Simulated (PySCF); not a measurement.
Ligands exchanged one at a time, Al NH2-I. Isolated molecules, 0 K electronic values unless said otherwise. Strings in code marks are SMILES.

The HOMO–LUMO gap from two functionals at the same geometries (B3LYP-D3(BJ)/def2-TZVP), both in PySCF: PBE-D3(BJ)/def2-TZVP and ωB97X-D3(BJ)/def2-TZVP. 

```
species                                             PBE-D3(BJ)/def2-TZVP (eV)  ωB97X-D3(BJ)/def2-TZVP (eV)
--------------------------------------------------  -------------------------  ---------------------------
0 of 3 NH2 replaced by I (`[NH2][Al]([NH2])[NH2]`)                       4.78                        11.40
1 of 3 NH2 replaced by I (`[NH2][Al]([NH2])[I]`)                         4.73                        11.31
2 of 3 NH2 replaced by I (`[I][Al]([I])[NH2]`)                           4.50                        10.70
3 of 3 NH2 replaced by I (`[I][Al]([I])[I]`)                             3.87                         9.91
```

Over these rows, drawn at random from the members with no instability flagged (it was tested for open shells, ions and some series alone), PBE minus ωB97X-D3(BJ): mean -6.36 eV, from -6.61 eV to -6.03 eV.
